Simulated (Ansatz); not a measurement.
Ge₂S₂, relaxed as a triplet with UKS PBE0-D4/def2-SVP in Ansatz, starting from the PBE0-D4/def2-SVP geometry of the neutral singlet. Force threshold 0.02 eV/Å.

The relaxation made no stability test and no search for a lower SCF solution. At PBE0-D4/def2-SVP a singlet of charge 0 lies 1.52 eV below the triplet, each at its own geometry. The structure comes from a short search, and lower isomers may exist.

Start:

```xyz
4

Ge    0.2490    1.2031    0.8799
Ge   -0.4571   -0.8709   -1.1473
S    -1.3310   -0.4381    0.9128
S     1.5392    0.1059   -0.6454
```

```tsv
step	energy (eV)	largest force component (eV/Å)	SCF passes
1	-134665.3651	1.127	19
2	-134665.7981	0.792	25
3	-134665.8312	0.681	21
4	-134665.8889	0.059	21
5	-134665.8894	0.014	15
```

Force components are those of the run's own axes.

End:

Cartesian coordinates in Å:
```
Ge 0.358 1.051 1.027
Ge -0.358 -1.051 -1.027
S -1.445 -0.274 0.784
S 1.445 0.274 -0.784
```

By distances, no bond broke or formed. The bond that changes most is Ge1–Ge2, from 2.98 to 3.03 Å (atoms count from 1).

No frequencies were taken in this run, so the end may be a saddle point.

Hardware: 4 threads of Arm Neoverse V1 on a shared host. Wall time 9 s.
